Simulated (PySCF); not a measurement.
Al(All)(H)(OMe) (C4H9AlO), SMILES C=C[CH2][AlH][O]C.

Coordinates come from a B3LYP-D3(BJ)/def2-SVP optimisation. The structure was generated by enumeration; whether it is a known compound was not checked. The values are those of a single conformer.

The numbers are results of TDA-PBE0/def2-SVPD (PySCF 2.14.0), not measurements.

Vertical excitations. Isolated molecule, no solvent.

```tsv
state	energy (eV)	λ (nm)	f	main pairs
S1	5.42	229	0.160	HOMO→LUMO 79 %, HOMO→LUMO+1 12 %
S2	6.03	206	0.009	HOMO→LUMO+2 83 %
S3	6.09	204	0.011	HOMO−1→LUMO 44 %, HOMO→LUMO+1 41 %, HOMO−2→LUMO 8 %
S4	6.33	196	0.194	HOMO→LUMO+1 34 %, HOMO−1→LUMO 33 %, HOMO→LUMO 11 %, HOMO−3→LUMO 7 %
S5	6.55	189	0.024	HOMO−2→LUMO 52 %, HOMO→LUMO+3 30 %
S6	6.60	188	0.036	HOMO→LUMO+3 52 %, HOMO−2→LUMO 28 %, HOMO→LUMO+4 11 %
S7	6.95	178	0.006	HOMO−1→LUMO+1 73 %
S8	6.98	178	0.060	HOMO→LUMO+4 73 %
S9	7.12	174	0.011	HOMO−2→LUMO+1 68 %, HOMO−2→LUMO+2 15 %
S10	7.23	172	0.001	HOMO→LUMO+5 83 %
T1	3.81	325	0	HOMO→LUMO 65 %, HOMO→LUMO+1 24 %
T2	5.12	242	0	HOMO→LUMO+1 47 %, HOMO→LUMO 32 %, HOMO→LUMO+2 12 %
T3	5.78	215	0	HOMO→LUMO+2 68 %
T4	5.84	212	0	HOMO−1→LUMO 74 %
```
Triplets are in the Tamm–Dancoff approximation.
